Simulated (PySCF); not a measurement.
**Relaxation of singlet BeF2**

These are results of PBE0/[Be def2-TZVP, F def2-TZVP], no relativity, density fitting, PySCF, not measurements. A (50,194) grid was used.

A hand-made linear start, of D∞h symmetry, held to at least that symmetry:

```xyz
3
charge 0 multiplicity 1, angstrom
Be    0.0000    0.0000    0.0000
F     0.0000    0.0000    1.6600
F     0.0000    0.0000   -1.6600
```

What forces act on the atoms at the start (eV/Å)?


| atom | Fx | Fy | Fz |
| --- | --- | --- | --- |
| Be1 | 0.00 | 0.00 | 0.00 |
| F2 | 0.00 | 0.00 | -4.90 |
| F3 | 0.00 | 0.00 | 4.90 |

What does it relax to?

It ends at D∞h with Be–F 1.378 Å (×2); F–Be–F 180.0° (after a last refinement on a finer grid). A frequency run shows a minimum. Other isomers or separated fragments may lie lower.

How much energy is released, and in how many steps?

171.4 kJ/mol in 5 steps.
